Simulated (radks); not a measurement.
The numbers below are computed, except where a source is named.
Q: The table gives one normalised radial function P(r) = r R(r) of Ti5+ in [Ne] 3s2 3p5 (r in bohr). Code: a radial shooting solver on a logarithmic mesh with Libxc functionals. Model: scalar-relativistic Kohn-Sham, SCAN, spin-polarised, spherical densities, finite nucleus; open shells are filled with parallel spins first; meta-GGA in the generalised Kohn-Sham scheme; Fermi nuclear charge, rms radius 3.5921 fm.

r,P
0.005793,0.0043
0.006479,0.0053
0.007247,0.0066
0.008171,0.0082
0.00914,0.0101
0.01031,0.0126
0.01153,0.0156
0.013,0.0194
0.01454,0.0238
0.01639,0.0295
0.01833,0.0361
0.0205,0.0439
0.02312,0.0542
0.02586,0.0656
0.02916,0.0803
0.03261,0.0966
0.03677,0.1171
0.04113,0.1395
0.04637,0.1673
0.05186,0.1969
0.05801,0.2302
0.06541,0.2697
0.07316,0.3098
0.08249,0.3557
0.09226,0.4001
0.104,0.4472
0.1164,0.4887
0.1312,0.5273
0.1467,0.5544
0.1641,0.5689
0.1851,0.5662
0.207,0.5422
0.2334,0.4888
0.261,0.4102
0.2943,0.2938
0.3292,0.1560
0.3712,-0.0185
0.4151,-0.2021
0.4643,-0.3947
0.5236,-0.6001
0.5856,-0.7765
0.6603,-0.9327
0.7385,-1.0358
0.8327,-1.0894
0.9314,-1.0829
1.05,-1.0181
1.175,-0.9123
1.314,-0.7758
1.481,-0.6129
1.657,-0.4623
1.868,-0.3181
2.089,-0.2082
2.356,-0.1212
2.635,-0.0668
2.971,-0.0317
3.323,-0.0142

Which n and l does it have? It may be an empty orbital.

A: n = 3, l = 1: the number of nodes gives n - l - 1 = 1, the rise at small r (about r^(l+1)) gives l, and the extent must fit the shell. The curve is that of 3p down; the table hardly tells the two spins apart. 3p down: eigenvalue -109.93 eV, 1 radial node at r = 0.367 bohr, <r> = 0.998 bohr, 90 % of the charge inside 1.50 bohr.
